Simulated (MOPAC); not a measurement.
A run for MOPAC: AM1 on AsClH4 (a complex), monomers drawn apart or pushed together.

```
AM1 1SCF PRECISE CHARGE=0 THREADS=1
AsClH4

Cl     0.45832448 1    -1.35212139 1     0.35968767 1
H     -0.71681046 1    -0.95719140 1     0.68776499 1
As     0.02695509 1     1.70949273 1     4.79080263 1
H     -0.85725618 1     0.46740448 1     4.73865306 1
H     -0.59172223 1     2.27440710 1     3.51586865 1
H     -0.97958639 1     2.45070100 1     5.66754803 1
```

The log:

```
*******************************************************************************
 **                                                                           **
 **                              MOPAC v23.2.5                                **
 **                                                                           **
 *******************************************************************************
 ** MOPAC's Digital Object Identifier: https://doi.org/10.5281/zenodo.6511958 **
 **                                                                           **
 ** Please cite the open-source release paper for use of this MOPAC version:  **
 ** J. E. Moussa and J. J. P. Stewart (2026)                                  **
 ** MOPAC: An open-source semiempirical molecular orbital program             **
 ** J. Open Source Softw., 11(119), 8025, https://doi.org/10.21105/joss.08025 **
 *******************************************************************************

                              AM1 CALCULATION RESULTS

 *******************************************************************************
 *  AM1        - The AM1 Hamiltonian to be used
 *
 *
 *
 *                 CHARGE ON SYSTEM = 0
 *
 *
 *
 *  PRECISE    - TIGHTER CRITERIA TO BE USED
 *  1SCF       - DO 1 SCF AND THEN STOP
 *  THREADS=1  - MULTI-THREADING NOT USED
 *  T=         - A TIME OF 172800.0 SECONDS REQUESTED
 *  DUMP=N     - RESTART FILE WRITTEN EVERY 7200.0 SECONDS REQUESTED
 *******************************************************************************
AM1 1SCF PRECISE CHARGE=0 THREADS=1
 AsClH4

   ATOM   CHEMICAL          X               Y               Z
  NUMBER   SYMBOL      (ANGSTROMS)     (ANGSTROMS)     (ANGSTROMS)

     1      Cl          0.45832448  *  -1.35212139  *   0.35968767  *
     2       H         -0.71681046  *  -0.95719140  *   0.68776499  *
     3      As          0.02695509  *   1.70949273  *   4.79080263  *
     4       H         -0.85725618  *   0.46740448  *   4.73865306  *
     5       H         -0.59172223  *   2.27440710  *   3.51586865  *
     6       H         -0.97958639  *   2.45070100  *   5.66754803  *



          CARTESIAN COORDINATES

    NO.       ATOM           X           Y           Z

     1        Cl          0.4583     -1.3521      0.3597
     2         H         -0.7168     -0.9572      0.6878
     3        As          0.0270      1.7095      4.7908
     4         H         -0.8573      0.4674      4.7387
     5         H         -0.5917      2.2744      3.5159
     6         H         -0.9796      2.4507      5.6675

  H: (AM1): M.J.S. DEWAR ET AL, J. AM. CHEM. SOC. 107 3902-3909 (1985)
 Cl: (AM1): M.J.S. DEWAR AND E. G. ZOEBISCH, THEOCHEM, 180, 1 (1988).
 As: (AM1): J. J. P. STEWART, J. MOL. MOD., 10, 155-164 (2004)

           Empirical Formula: H4 Cl As  =     6 atoms



      MOLECULAR POINT GROUP   :   Cs


      RHF CALCULATION, NO. OF DOUBLY OCCUPIED LEVELS = 8


 -------------------------------------------------------------------------------
 AM1 1SCF PRECISE CHARGE=0 THREADS=1
 AsClH4



     1SCF WAS SPECIFIED, SO BFGS WAS NOT USED
     SCF FIELD WAS ACHIEVED


                              AM1 CALCULATION
                                                       MOPAC v23.2.5 Linux




          FINAL HEAT OF FORMATION =        -21.42283 KCAL/MOL =     -89.63312 KJ/MOL


          COSMO AREA              =        121.14 SQUARE ANGSTROMS
          COSMO VOLUME            =         95.11 CUBIC ANGSTROMS

          IONIZATION POTENTIAL    =         10.643702 EV
          HOMO LUMO ENERGIES (EV) =        -10.644  1.365
          NO. OF FILLED LEVELS    =          8
          MOLECULAR WEIGHT        =        114.4062         POINT GROUP:  Cs

          MOLECULAR DIMENSIONS (Angstroms)

            Atom       Atom       Distance
            H     6   Cl     1     6.68599
            H     5    H     4     2.19795
           As     3    H     2     1.79148


          SCF CALCULATIONS        =          1





   ATOM   CHEMICAL          X               Y               Z
  NUMBER   SYMBOL      (ANGSTROMS)     (ANGSTROMS)     (ANGSTROMS)

     1      Cl          0.45832448  *  -1.35212139  *   0.35968767  *
     2       H         -0.71681046  *  -0.95719140  *   0.68776499  *
     3      As          0.02695509  *   1.70949273  *   4.79080263  *
     4       H         -0.85725618  *   0.46740448  *   4.73865306  *
     5       H         -0.59172223  *   2.27440710  *   3.51586865  *
     6       H         -0.97958639  *   2.45070100  *   5.66754803  *

                             CARTESIAN COORDINATES

   1   Cl        0.458324480    -1.352121390     0.359687670
   2    H       -0.716810460    -0.957191400     0.687764990
   3   As        0.026955090     1.709492730     4.790802630
   4    H       -0.857256180     0.467404480     4.738653060
   5    H       -0.591722230     2.274407100     3.515868650
   6    H       -0.979586390     2.450701000     5.667548030


           Empirical Formula: H4 Cl As  =     6 atoms



      MOLECULAR POINT GROUP   :   Cs


                  EIGENVALUES
 -37.05819 -19.85014 -16.78687 -12.43110 -12.40843 -12.34791 -12.34599 -10.64370
   1.36487   1.55700   1.56230   1.84909


              NET ATOMIC CHARGES AND DIPOLE CONTRIBUTIONS

  ATOM NO.   TYPE          CHARGE      No. of ELECS.   s-Pop       p-Pop
    1         Cl          -0.166367        7.1664     1.98023     5.18614
    2          H           0.166365        0.8336     0.83364
    3         As           0.389552        4.6104     1.84983     2.76062
    4          H          -0.130898        1.1309     1.13090
    5          H          -0.130900        1.1309     1.13090
    6          H          -0.127752        1.1278     1.12775
 DIPOLE           X         Y         Z       TOTAL
 POINT-CHG.     0.624     0.287     0.559     0.885
 HYBRID        -2.637     0.164    -0.330     2.663
 SUM           -2.013     0.451     0.228     2.076


          ATOMIC ORBITAL ELECTRON POPULATIONS

     Atom    s        px        py        pz
    1 Cl   1.98023   1.31648   1.92286   1.94680
    2  H   0.83364
    3 As   1.84983   1.00750   0.87382   0.87930
    4  H   1.13090
    5  H   1.13090
    6  H   1.12775

 **********************
 *                    *
 * JOB ENDED NORMALLY *
 *                    *
 **********************




 == MOPAC DONE ==
```

The run finished.

Cost: around 0.04 core-seconds (rough).
